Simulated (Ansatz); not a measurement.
Cost and result for the atomization energy of C2H7FInN, SMILES `C[N](C)[InH][F]` (12 atoms, 11 bonds).

```xyz
12

C    -1.3180   -0.3083   -0.2613
N     0.0469    0.0298    0.0548
C     0.2082    0.6001    1.3654
In    1.5273   -0.2848   -1.2381
F     0.6725   -1.0720   -2.8202
H    -1.9698    0.5774   -0.2224
H    -1.7245   -1.0419    0.4511
H    -1.3877   -0.7355   -1.2630
H    -0.3747    1.5268    1.4793
H     1.2541    0.8433    1.5695
H    -0.1299   -0.0908    2.1528
H     3.1957   -0.0442   -1.2678
```

Charge 0, multiplicity 1. Correlated methods include outer-core shells of In, which these sets cover unevenly. In takes the def2 core potential. The geometry is a stationary point of PBE0-D4/def2-TZVP. It is one conformer, not always the lowest. Program: Ansatz. All runs use 4 threads of an Intel Xeon Platinum 8488C on a shared host. Times are those of one run each, without the atoms' runs, and a repeat can differ threefold. Electronic energies, without spin–orbit coupling; frozen cores. CCSD(T)/CBS adds CCSD(T) − MP2 in def2-TZVPP to the MP2 limit, and its time is that of the two runs behind it. T1 = 0.016. With those shells the extrapolation isn't a true limit.

CCSD(T)/CBS is a level of theory with its own doubt, some kJ/mol a heavy atom from the limit and from the frozen cores, so smaller differences don't rank the functionals.

| level | functions | wall time | atomization (kJ/mol) | difference from CCSD(T)/CBS | per bond |
| --- | --- | --- | --- | --- | --- |
| PBE-D4/def2-TZVPP (with forces) | 272 | 1.7 s | 4178.8 | 62.1 | 5.6 |
| PBE0-D4/def2-TZVPP | 272 | 2 s | 4094.5 | -22.2 | -2.0 |
| BHLYP-D4/def2-TZVPP | 272 | 2.2 s | 3967.1 | -149.6 | -13.6 |
| CAM-B3LYP-D4/def2-TZVPP | 272 | 2.5 s | 4126.8 | 10.1 | 0.9 |
| r2SCAN-D4/def2-TZVPP (with forces) | 272 | 2.6 s | 4097.3 | -19.4 | -1.8 |
| PBE-QIDH/def2-TZVPP | 272 | 4.1 s | 4062.0 | -54.7 | -5.0 |
| B2PLYP/def2-TZVPP | 272 | 4.3 s | 4051.5 | -65.2 | -5.9 |
| B97M-V/def2-TZVPP | 272 | 4.5 s | 4104.3 | -12.4 | -1.1 |
| CCSD(T)/def2-SVP | 117 | 6 s | 3876.8 | -239.9 | -21.8 |
| ωB97M-V/def2-TZVPP (with forces) | 272 | 6.5 s | 4110.8 | -5.9 | -0.5 |
| MP2/def2-QZVPP | 520 | 16 s | 4116.7 | 0.0 | 0.0 |
| CCSD(T)/def2-TZVPP | 272 | 2.5 min | 3999.9 | -116.8 | -10.6 |
| CCSD(T)/CBS(def2) | – | 2.8 min | 4116.7 | 0.0 | 0.0 |

From r2SCAN to r2SCAN0 (25 % exact exchange), in def2-TZVPP and without D4, the atomization energy moves by −71.5 kJ/mol: exact exchange takes away binding that semilocal exchange gives to molecules. Leaving LDA and LC-ωPBE aside and taking each functional with its dispersion term where it has one, the values spread over 211.7 kJ/mol, from BHLYP-D4 to PBE-D4. LDA lies +564.0 kJ/mol from PBE without D4, its usual overbinding. The D4 term adds +37.1 kJ/mol with B3LYP and +19.5 kJ/mol with PBE0; it sums over pairs of atoms, weighted by their polarisabilities, and B3LYP, whose exchange is more repulsive, gets the larger term.

B3LYP here is the variant with VWN-RPA as its local correlation; programs differ in this.

Spin–orbit coupling would lower the free In atoms strongly, and the atomization energy with them, by more than many differences here.
